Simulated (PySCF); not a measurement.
# Excitation energy of P+ by level of theory

P+ [Ne] 3s2 3p2 (3P) → P+ [Ne] 3s1 3p3 (5S), as a difference of total energies. Computed with PySCF 2.14 in x2c-QZVPPall, with the spin-free X2C one-electron Hamiltonian (Gaussian nucleus). Correlated levels: valence: [Ne] frozen; valence and next inner shell: 1s2 frozen. The calculations carry no spin-orbit coupling.

```json
{"method": "UHF", "excitation energy (eV)": "3.972"}
{"method": "LDA", "excitation energy (eV)": "5.881"}
{"method": "PBE", "excitation energy (eV)": "5.771"}
{"method": "PBE0", "excitation energy (eV)": "5.557"}
{"method": "r2SCAN", "excitation energy (eV)": "4.978"}
{"method": "r2SCAN0", "excitation energy (eV)": "5.040"}
{"method": "wB97X", "excitation energy (eV)": "5.699"}
{"method": "TPSS", "excitation energy (eV)": "5.708"}
{"method": "CAM-B3LYP", "excitation energy (eV)": "6.153"}
{"method": "ROHF", "excitation energy (eV)": "3.841"}
{"method": "MP2 (valence)", "excitation energy (eV)": "5.131"}
{"method": "SCS-MP2 (valence)", "excitation energy (eV)": "5.679"}
{"method": "MP2 (valence and next inner shell)", "excitation energy (eV)": "5.331"}
{"method": "SCS-MP2 (valence and next inner shell)", "excitation energy (eV)": "5.828"}
```

How much does correlation contribute at MP2 (valence and next inner shell)?

5.331 − (3.972) = 1.359 eV, measured against UHF.

Errors of the correlated levels include the incompleteness of this basis and the frozen core.

For comparison: 5.627 eV (measured; NIST levels, between the centres of gravity of the two terms).
